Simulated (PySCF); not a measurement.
PySCF input file for AlH2O2, SMILES [OH][Al][OH], multiplicity 2, PBE/pcH-1. Geometry: PBE-D3(BJ)/def2-TZVP. The multiplicity is an assumed one; other spin states were not compared. The isomer is the one that the SMILES or the coordinates give; other isomers of the formula were not compared. Other conformers were not sampled.

```python
import numpy as np
from pyscf import gto, scf, dft
from pyscf.prop.hfc import uks as hfc
from pyscf.prop.gtensor import uks as gtensor

mol = gto.M(
    atom='''
    Al    0.00000000   -0.00000000    0.51238286
    O    -0.00000000   -1.53467939   -0.26294888
    H     0.00000001   -1.63653304   -1.22689759
    O     0.00000000    1.53467940   -0.26294887
    H    -0.00000000    1.63653306   -1.22689758
    ''',
    basis='pcH-1',
    charge=0,
    spin=1,
    max_memory=1600,
    verbose=3,
)
mf = dft.UKS(mol, xc='pbe')
mf.grids.level = 3
mf.conv_tol = 1e-10
mf.max_cycle = 100
mf.kernel()
fine, coarse = mf.grids, dft.Grids(mol).set(level=1).build(with_non0tab=True)
for _ in range(3):  # follow internal instabilities
    mf.grids = coarse
    mo, _, stable, _ = mf.stability(return_status=True, nroots=4)
    mf.grids = fine
    if stable:
        break
    mf.kernel(mf.make_rdm1(mo, mf.mo_occ))
A = hfc.HFC(mf).make_fcdip(mf.make_rdm1())  # Fermi contact and dipolar terms, MHz
print('atom   A(iso)/MHz   principal dipolar parts/MHz')
for i, a in enumerate(A):
    w = np.linalg.eigvalsh((a + a.T) / 2)
    print(f'{mol.atom_symbol(i):2s}{i + 1:3d} {w.mean():12.2f}', (w - w.mean()).round(2))
gt = gtensor.GTensor(mf)
gt.dia_soc2e, gt.para_soc2e, gt.so_eff_charge = None, None, True
gt.max_cycle_cphf = 60
g = gt.kernel()
```

Log of the run:

```

WARN: HOMO -0.179882719925729 >= LUMO -0.179882719925729

converged SCF energy = -393.851310337401  <S^2> = 0.75160389  2S+1 = 2.0016032
<class 'pyscf.dft.uks.UKS'> wavefunction is stable in the internal stability analysis
atom   A(iso)/MHz   principal dipolar parts/MHz
Al  1      1415.38 [-43.15 -37.97  81.13]
O   2      -109.40 [-15.19   5.19  10.  ]
H   3        31.13 [-3.73 -1.76  5.49]
O   4      -109.40 [-15.19   5.19  10.  ]
H   5        31.13 [-3.73 -1.76  5.49]
SOC(1e)/OZ [-0.0012619  -0.00310016 -0.00084013]
free electron g 2.00231930436182
g-tensor total [2.00107136 1.99922818 2.00144835]
g-shift (ppt) [-1.24794339 -3.09112166 -0.87095017]
```

The run converged.

Cost: roughly 30 core-seconds.
